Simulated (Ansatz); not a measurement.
Consider the ligand exchange at the Sn–O bond: `[OH][SnH]([OH])[Br]` + HCl → `[OH][SnH]([Cl])[Br]` + H₂O.

Isolated molecules relaxed with PBE0-D4/def2-TZVP in Ansatz; ΔE leaves out vibrations. CBS: MP2 limit from def2 TZ/QZ plus the TZ coupled-cluster correction, frozen cores. This one scheme is used for every species. DFT in def2-TZVPP. HSE06 is defined as in plane-wave codes. Elements past krypton have def2 core potentials. For Br, Sn outer-core shells are correlated without core-valence functions, which leaves a few kJ/mol of doubt a bond. Scalar relativity is left out up to krypton. Each species was taken in one conformer, which may not be the lowest.

```json
{"level": "PBE-D4", "ΔE (kJ/mol)": "-63.5", "difference from CCSD(T)/CBS": "1.2"}
{"level": "BLYP-D4", "ΔE (kJ/mol)": "-60.4", "difference from CCSD(T)/CBS": "4.3"}
{"level": "r2SCAN-D4", "ΔE (kJ/mol)": "-63.5", "difference from CCSD(T)/CBS": "1.2"}
{"level": "B97M-V", "ΔE (kJ/mol)": "-63.6", "difference from CCSD(T)/CBS": "1.1"}
{"level": "HSE06-D4", "ΔE (kJ/mol)": "-69.1", "difference from CCSD(T)/CBS": "-4.4"}
{"level": "PBE0", "ΔE (kJ/mol)": "-67.4", "difference from CCSD(T)/CBS": "-2.7"}
{"level": "r2SCAN0", "ΔE (kJ/mol)": "-67.9", "difference from CCSD(T)/CBS": "-3.2"}
{"level": "HSE06", "ΔE (kJ/mol)": "-67.7", "difference from CCSD(T)/CBS": "-3.0"}
{"level": "BHLYP", "ΔE (kJ/mol)": "-66.4", "difference from CCSD(T)/CBS": "-1.7"}
{"level": "LC-ωPBE", "ΔE (kJ/mol)": "-60.5", "difference from CCSD(T)/CBS": "4.2"}
{"level": "RPA@PBE/def2-TZVPP", "ΔE (kJ/mol)": "-54.7", "difference from CCSD(T)/CBS": "10.0"}
{"level": "HF/def2-TZVPP", "ΔE (kJ/mol)": "-70.3", "difference from CCSD(T)/CBS": "-5.6"}
{"level": "HF/def2-QZVPP", "ΔE (kJ/mol)": "-70.7", "difference from CCSD(T)/CBS": "-6.0"}
{"level": "SCS-MP2/def2-QZVPP", "ΔE (kJ/mol)": "-62.9", "difference from CCSD(T)/CBS": "1.8"}
{"level": "HF/CBS(def2)", "ΔE (kJ/mol)": "-70.8", "difference from CCSD(T)/CBS": "-6.1"}
{"level": "CCSD/CBS(def2)", "ΔE (kJ/mol)": "-65.9", "difference from CCSD(T)/CBS": "-1.2"}
{"level": "CCSD(T)/CBS", "ΔE (kJ/mol)": "-64.7", "difference from CCSD(T)/CBS": "0"}
```

What do rigid-rotor, harmonic-oscillator terms from PBE0-D4/def2-TZVP frequencies (298.15 K, 1 bar) make of the CCSD(T)/CBS value? (An estimate is asked.)

The calculation gave: ΔZPE = +7.2 kJ/mol, ΔH = -57.2 kJ/mol, ΔS = 2 J/(mol·K), ΔG = -57.8 kJ/mol.

Largest T1 diagnostic among the species: 0.012.

From BLYP to BHLYP (50 % exact exchange), in def2-TZVPP and without D4, ΔE moves by −8.7 kJ/mol. In def2-TZVPP, CCSD(T) changes the Hartree–Fock value by +11.1 kJ/mol (the triples alone add +1.2 kJ/mol) and MP2 by +8.0 kJ/mol. Leaving LDA and LC-ωPBE aside and taking each functional with its dispersion term where it has one, the values, not all of them listed here, spread over 9.6 kJ/mol, from BHLYP-D4 to BLYP-D4.
